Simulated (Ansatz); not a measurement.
Reaction (cleavage of the Si–Si bond): `[SiH3][SiH2]Cl` + `N[SiH2]F` → `F[SiH2]N[SiH2]Cl` + SiH₄

Isolated molecules relaxed with PBE0-D4/def2-TZVP in Ansatz; ΔE leaves out vibrations. CCSD(T)/CBS adds triple-zeta CCSD(T) − MP2 to the extrapolated MP2 energy (def2 sets, frozen cores). This one scheme is used for every species. DFT in def2-TZVPP. One conformer a species, not always the lowest.

CCSD(T)/CBS gives -16.6 kcal/mol.

**Question.** Another level gave -15.0 kcal/mol. Which?
A. ωB97M-V/def2-TZVPP
B. r2SCAN/def2-TZVPP
C. MP2/def2-TZVPP
D. PBE/def2-TZVPP

**Answer.** B. r2SCAN -15.0, ωB97M-V -17.3, PBE -11.4, MP2/def2-TZVPP -18.8 kcal/mol.

Largest T1 diagnostic among the species: 0.011.

From PBE to PBE0 (25 % exact exchange), in def2-TZVPP and without D4, ΔE moves by −1.4 kcal/mol. Leaving LDA and LC-ωPBE aside and taking each functional with its dispersion term where it has one, the values, not all of them listed here, spread over 5.8 kcal/mol, from BHLYP-D4 to PBE-D4. LDA lies −1.4 kcal/mol from PBE without D4. The D4 term adds −1.0 kcal/mol with B3LYP and −0.6 kcal/mol with PBE0; it sums over pairs of atoms, weighted by their polarisabilities, and B3LYP, whose exchange is more repulsive, gets the larger term.

B3LYP here is the variant with VWN-RPA as its local correlation; programs differ in this.
